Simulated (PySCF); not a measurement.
Level of theory: PySCF with TPSSh-D3(BJ)/def2-TZVP // B3LYP-D3(BJ)/def2-TZVP. Isolated molecules, 0 K electronic values unless said otherwise. One relaxed conformer stands for a flexible species; it need not be the lowest. Excitations are Tamm–Dancoff values on a coarser integration grid. The basis has no diffuse functions, so Rydberg states are missing or too high.

Reference species (SMILES): `[Ga]([NH2])([NH2])[NH2]` (neutral, multiplicity 1).

| Property | Value |
|---|---|
| S1 excitation (TDA) | 5.32 eV |
| HOMO | -5.95 eV |
| HOMO–LUMO gap | 5.77 eV |

Changed species: `[SH][Ga]([NH2])[SH]` (2 of 3 NH2 replaced by SH; the reference has 0 of 3 NH2 replaced by SH).

**Question.** What does the change do to the S1 excitation (TDA), HOMO and HOMO–LUMO gap?

**Answer.** the S1 excitation (TDA) falls by 0.04 eV, to 5.28 eV; the HOMO drops by 0.73 eV, to -6.68 eV; the HOMO–LUMO gap is nearly the same.
